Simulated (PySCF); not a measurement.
OSn, charge -1, doublet, at a GFN2-xTB geometry (such geometries of metal compounds can be far from the true shape) (a state made from the parent by changing its charge; the spin is typed, not shown lowest) (core potentials on Sn); PySCF with PBE/def2-TZVP.

PySCF was given this input:
```python
from pyscf import gto, scf, dft

mol = gto.Mole()
mol.atom = '''
    Sn   -0.000000   -0.000000   -0.266800
    O     0.000000    0.000000    1.667501
'''
mol.basis = 'def2-tzvp'
mol.ecp = {'Sn': 'def2-tzvp'}
mol.charge = -1
mol.spin = 1
mol.verbose = 3
mol.build()

mf = dft.UKS(mol)
mf.xc = 'pbe'
mf.grids.atom_grid = (30, 110)
mf.kernel()
mf.analyze()
```

### Question
Predict the main parts of the log of this PySCF run.

### Answer

```
SCF not converged.
SCF energy = -289.496902243496 after 50 cycles  <S^2> = 0.75231712  2S+1 = 2.0023158
**** MO energy ****
                             alpha | beta                alpha | beta
MO #1   energy= -18.488089047418   | -18.4834665418951  occ= 1 | 1
MO #2   energy= -4.66233999035824  | -4.66166506789017  occ= 1 | 1
MO #3   energy= -3.04855483869343  | -3.04840904017306  occ= 1 | 1
MO #4   energy= -3.04177819854007  | -3.04000226008154  occ= 1 | 1
MO #5   energy= -3.0365996164166   | -3.03638902722007  occ= 1 | 1
MO #6   energy= -0.715637730495485 | -0.715039333499228 occ= 1 | 1
MO #7   energy= -0.708936194617845 | -0.70632060956948  occ= 1 | 1
MO #8   energy= -0.707495388174656 | -0.704393448513093 occ= 1 | 1
MO #9   energy= -0.70453446579488  | -0.70432454610277  occ= 1 | 1
MO #10  energy= -0.698869530329997 | -0.69666432439117  occ= 1 | 1
MO #11  energy= -0.544249566437067 | -0.534969493845775 occ= 1 | 1
MO #12  energy= -0.16861669353565  | -0.156514795108389 occ= 1 | 1
MO #13  energy= -0.0192817626202593 | -0.0158524777933063 occ= 1 | 1
MO #14  energy= -0.0190077342609839 | -0.0122712082749248 occ= 1 | 1
MO #15  energy= -0.018753757203862 | 0.00119490007193078 occ= 1 | 1
MO #16  energy= 0.0819912593290047 | 0.0946231883520881 occ= 1 | 0
MO #17  energy= 0.0863664937087463 | 0.114375285023911  occ= 0 | 0
MO #18  energy= 0.154633584077104  | 0.161952772617553  occ= 0 | 0
MO #19  energy= 0.24257541844535   | 0.25185770831407   occ= 0 | 0
MO #20  energy= 0.244788181574699  | 0.264897418665424  occ= 0 | 0
MO #21  energy= 0.28714778376245   | 0.297947704099684  occ= 0 | 0
MO #22  energy= 0.332660573023304  | 0.354694796044752  occ= 0 | 0
MO #23  energy= 0.335876725452566  | 0.358048995537351  occ= 0 | 0
MO #24  energy= 0.350042348150648  | 0.359152990843574  occ= 0 | 0

WARN: System has nonzero charge -1; the dipole moment is origin-dependent.
Location of origin: [0. 0. 0.]

Dipole moment(X, Y, Z, Debye):  0.00000,  0.00000, -3.17770
```

Convergence was not reached.
